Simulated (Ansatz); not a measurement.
Basis-set extrapolation for `FC(F)(F)CO[Si](Cl)(Cl)OCC(F)(F)F` (PBE0-D4/def2-TZVP geometry, frozen core, Ansatz). Multiplicity 1, RHF reference.

```
                       def2-TZVPP    def2-QZVPP
                 HF  -2108.763017  -2108.837008
    MP2 correlation     -3.072137     -3.347237
CCSD(T) correlation     -3.239128       not run
```

Energies in hartree. Use E(X) = E(∞) + A·exp(−7.88·√X) for Hartree–Fock and E(X) = E(∞) + B·X^(−2.97) for correlation, with X = 3 and 4, and add CCSD(T) minus MP2 of the smaller set to the MP2 limit.

Q: What is the CCSD(T) energy at the basis-set limit?

A: HF limit: -2108.837008 + (-0.073991) × 0.13774 = -2108.84720. MP2 limit: -3.347237 + (-0.275100) × 0.74074 = -3.55101. Higher-order term: -3.239128 − (-3.072137) = -0.16699. Total: -2112.56520 hartree, 1478.3 kJ/mol below CCSD(T)/def2-TZVPP.
